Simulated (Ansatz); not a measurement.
FHMoOS2 (`[OH][Mo]([F])(=[S])=[S]`). The species carries charge 0 and has multiplicity 1. Correlated methods include outer-core shells of Mo, which these sets cover unevenly. Mo takes the def2 core potential.

```xyz
6

O     0.6469   -1.3375   -0.1687
Mo    0.0216    0.3906    0.0541
F     0.6118    1.1195    1.6337
S     0.7045    1.5440   -1.5538
S    -2.0712    0.3840    0.0298
H     0.0864   -2.1006    0.0050
```

Question: Give the diagnostics of a CCSD(T)/def2-TZVPP run (frozen core, Ansatz 0.2.0). (An estimate is asked.)

Answer: Computed: T1 = 0.0250, largest single amplitude 0.062, largest double 0.070, (T) share of the correlation energy 6.2 %, 15 CCSD cycles. The RHF solution is unstable towards an unrestricted one. T1 lies over the customary mark of 0.02 for closed shells; compounds of d metals often pass it without a breakdown.
